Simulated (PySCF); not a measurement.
Compound: TiF4 (singlet state).
Z-matrix (Å and degrees, PBE0-D3(BJ)/def2-SVP geometry), rows numbered from 1:
```
Ti
F   1  1.7250
F   1  1.7253  2  109.50
F   1  1.7255  2  109.36  3  -119.89
F   1  1.7256  2  109.42  3   119.94
```

Level of theory: TDDFT wB97X-D/def2-SVPD, vertical, gas phase, core orbitals frozen in the response in PySCF 2.14.0, density-fitted response routines.

Kohn–Sham orbitals with the atoms that hold most of them (Löwdin shares over 4%, at most four atoms):

```tsv
orbital	ε (eV)	atoms
HOMO-3	-15.16	F3 26%, F5 25%, F4 24%, F2 20%
HOMO-2	-14.69	F5 36%, F4 31%, F2 21%, F3 10%
HOMO-1	-14.69	F2 34%, F3 34%, F4 16%, F5 15%
HOMO	-14.69	F3 30%, F4 26%, F5 23%, F2 18%
LUMO	-1.38	Ti1 80%, F2 5%, F3 5%, F4 5%
LUMO+1	-1.38	Ti1 79%, F4 5%, F5 5%, F2 5%
LUMO+2	-0.12	Ti1 72%, F5 8%, F4 8%, F2 6%
```

Within 0.005 eV of a neighbour in this list lie HOMO-2/HOMO-1/HOMO and LUMO/LUMO+1 (point group found: Td); within a degenerate set the shares of single atoms can hang on how the components are chosen.

**Question.** How does S1 compare with the orbital gap of 13.30 eV?

**Answer.** S1 is at 7.51 eV (f = 0.0000), 5.80 eV below the gap, made of HOMO-2/HOMO-1/HOMO→LUMO/LUMO+1 (≥96%). S1/S2/S3 lie within about 0.01 eV of each other. Without the coupling terms of the response equations the lowest excitation would equal the gap.

For S1 the Löwdin share of titanium is at most 3% in HOMO and 80% in LUMO (ligand-to-metal charge transfer by this measure).

Next come S2 at 7.51 eV (f 0.0000), HOMO-2/HOMO-1/HOMO→LUMO/LUMO+1 (≥93%); S3 at 7.51 eV (f 0.0000), HOMO-2/HOMO-1/HOMO→LUMO/LUMO+1 (≥93%); S4 at 7.74 eV (f 0.0092), HOMO-2/HOMO-1/HOMO→LUMO/LUMO+1 (≥57%), HOMO-5→LUMO/LUMO+1 (≥16%); S5 at 7.74 eV (f 0.0092), HOMO-2/HOMO-1/HOMO→LUMO/LUMO+1 (≥63%), HOMO-4→LUMO/LUMO+1 (≥12%).

Orbitals of the list HOMO-3 to LUMO+2 that lie within 0.01 eV of each other are written together with a slash and their weights summed (≥ marks a lower bound); for degenerate orbitals outside that list single weights are arbitrary.

Löwdin shares depend on the basis, the more so with diffuse functions.

The run took 14 s of wall time on one thread, Arm Neoverse V1, no GPU (shared host).
